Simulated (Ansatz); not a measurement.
Consider the ligand exchange at the Sn–F bond: `CC(C)[O][Sn][F]` + HCl → `CC(C)[O][Sn][Cl]` + H–F.

Gas-phase electronic energies from Ansatz, PBE0-D4/def2-TZVP geometries. CCSD(T)/CBS is the MP2 limit (def2-TZVPP, def2-QZVPP) plus CCSD(T) − MP2 in def2-TZVPP, frozen cores. This one scheme is used for every species. DFT in def2-TZVPP. Elements past krypton have def2 core potentials. For Sn outer-core shells are correlated without core-valence functions, which leaves a few kJ/mol of doubt a bond. Each species was taken in one conformer, which may not be the lowest.

```
             level  ΔE (kJ/mol)
         r2SCAN-D4        -21.6
           ωB97X-V        -17.7
CCSD(T)/def2-TZVPP        -25.3
SCS-MP2/def2-QZVPP        -26.3
```

What does CCSD(T)/CBS give? (Best estimate.)

The calculation gave: -27.9 kJ/mol. The listed levels differ from it by 6.3, 10.2, 2.6, 1.6 kJ/mol.

Largest T1 diagnostic among the species: 0.016.

The D4 term adds −6.6 kJ/mol with B3LYP and −3.8 kJ/mol with PBE0; it sums over pairs of atoms, weighted by their polarisabilities, and B3LYP, whose exchange is more repulsive, gets the larger term. From PBE to PBE0 (25 % exact exchange), in def2-TZVPP and without D4, ΔE moves by −6.7 kJ/mol.

B3LYP here is the variant with VWN-RPA as its local correlation; programs differ in this.
